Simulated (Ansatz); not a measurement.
Relaxation of [GeH5]- (GeH₅⁻) with RKS PBE0-D4/def2-TZVPD.

```sh
$ ansatz run in.yaml --threads 4 --pin off --events-out ev --progress --plain --max-ram 3916MiB
```

```yaml
crystal:
  periodic: [false, false, false]
  atoms:
    - {symbol: Ge, position_ang: [0.000170, -0.001050, 0.006590]}
    - {symbol: H, position_ang: [-0.023480, -0.005740, 1.768690]}
    - {symbol: H, position_ang: [0.022000, 0.009450, -1.774870]}
    - {symbol: H, position_ang: [1.514900, 0.010990, 0.015670]}
    - {symbol: H, position_ang: [-0.767040, 1.304120, 0.000050]}
    - {symbol: H, position_ang: [-0.746540, -1.317780, -0.016130]}
basis:
  gaussian: {orbitals: def2-TZVPD}
total_charge: -1
hamiltonian: {xc: pbe0, dispersion: d4}
scf: {omitted_lower_state_checks: [starts]}
output: {orbitals: {seedname: orbitals}}
relax: {f_tol: 0.02, max_steps: 100}
```

It took 2.8 s on 4 threads of Arm Neoverse V1 on a shared host.

Positions (Å) and forces (eV/Å) at steps 1, 2, 3, 4 of 4:

```xyz
6
step=1 energy=-56590.6623 eV
Ge    0.000   -0.001    0.007    0.010    0.015   -0.059
H    -0.023   -0.006    1.769    0.010   -0.013    0.010
H     0.022    0.009   -1.775   -0.004   -0.002    0.043
H     1.515    0.011    0.016    0.860    0.005    0.021
H    -0.767    1.304    0.000   -0.445    0.757   -0.010
H    -0.747   -1.318   -0.016   -0.430   -0.762   -0.005
6
step=2 energy=-56590.7303 eV
Ge   -0.001    0.002    0.003    0.016   -0.025   -0.036
H    -0.016   -0.015    1.767   -0.019    0.026   -0.123
H     0.020    0.008   -1.771    0.006    0.003    0.160
H     1.553    0.013    0.024    0.270    0.007   -0.017
H    -0.789    1.342   -0.008   -0.133    0.228    0.023
H    -0.767   -1.350   -0.014   -0.140   -0.239   -0.007
6
step=3 energy=-56590.7464 eV
Ge    0.002   -0.005    0.000   -0.024    0.058    0.002
H    -0.032    0.006    1.733    0.052   -0.066   -0.029
H     0.025    0.011   -1.731   -0.022   -0.009    0.019
H     1.584    0.010    0.006    0.004   -0.012    0.056
H    -0.799    1.358    0.011   -0.020    0.032   -0.059
H    -0.780   -1.380   -0.019    0.009   -0.004    0.013
6
step=4 energy=-56590.7484 eV
Ge    0.000    0.000    0.000    0.000    0.001    0.001
H    -0.021   -0.008    1.727    0.000   -0.002    0.002
H     0.021    0.009   -1.727   -0.001    0.000   -0.002
H     1.583    0.012    0.019    0.003    0.000    0.001
H    -0.803    1.365   -0.002   -0.001    0.002   -0.002
H    -0.781   -1.378   -0.016   -0.001   -0.002    0.000
```

The highest occupied level of the charge -1 singlet lies above zero (up to 0.21 eV). By energy differences its removal costs 1.81 eV (vertical, to the charge 0 doublet, at PBE0-D4/def2-TZVPD); a positive level beside a positive removal energy at the same level points to self-interaction error.
